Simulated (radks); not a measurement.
Q: Species: the antimony ion Sb3+. Configuration: [Kr] 4d10 5s2. All-electron calculation, Dirac Kohn-Sham, PBE, spin-unpolarised, spherical densities, finite nucleus; Fermi nuclear charge, rms radius 4.6802 fm. Program: a radial shooting solver on a logarithmic mesh with Libxc functionals. Some entries of the table are withheld. Estimate them.

orbital,occ.,eigenvalue (hartree),<r> (bohr)
1s1/2,2,-1113.983,(1)
2s1/2,2,(2),0.1222
2p1/2,2,-159.4818,0.1033
2p3/2,4,-150.2275,0.1087
3s1/2,2,-34.28313,0.3302
3p1/2,2,(3),0.3208
3p3/2,4,(4),0.3321
3d3/2,4,-20.23971,0.3033
3d5/2,6,-19.88481,0.3069
4s1/2,2,-6.54791,0.7906
4p1/2,2,-5.03918,0.8319
4p3/2,4,-4.72317,0.8608
4d3/2,4,-2.33392,1.013
4d5/2,6,-2.28767,1.025
5s1/2,2,-1.42936,2.022

A: 
(1) 1s1/2 <r> (bohr): 0.02842
(2) 2s1/2 eigenvalue (hartree): -170.3908
(3) 3p1/2 eigenvalue (hartree): -29.82315
(4) 3p3/2 eigenvalue (hartree): -28.11542
